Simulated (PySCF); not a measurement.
Computed shifts of a molecule C4H6F2, PBE/pcSseg-1 (PySCF), GIAO, gas phase, atoms alike by connectivity averaged where their shifts nearly agree, in ppm (number of nuclei): ¹³C: 139.5 (1), 133.8 (1), 122.1 (1), 23.6 (1). ¹⁹F: -152.6 (1), -175.6 (1). ¹H: 6.67 (1), 6.54 (1), 5.87 (1), 2.19 (3). References: ¹³C against TMS (σ = 182.0 ppm); ¹⁹F against CFCl3 (σ = 133.6 ppm); ¹H against TMS (σ = 31.49 ppm), references at their B3LYP-D3(BJ)/def2-TZVP geometries, non-relativistic. Coordinates come from a PBE0-D3(BJ)/def2-SVP optimisation. Other conformers were not sampled.

### Question
Pick the molecule that these values belong to.
(A) C/C=C/C(F)F
(B) CC/C(F)=C/F
(C) FC(F)C1CC1
(D) FC1(F)CCC1

### Answer
A, C/C=C/C(F)F
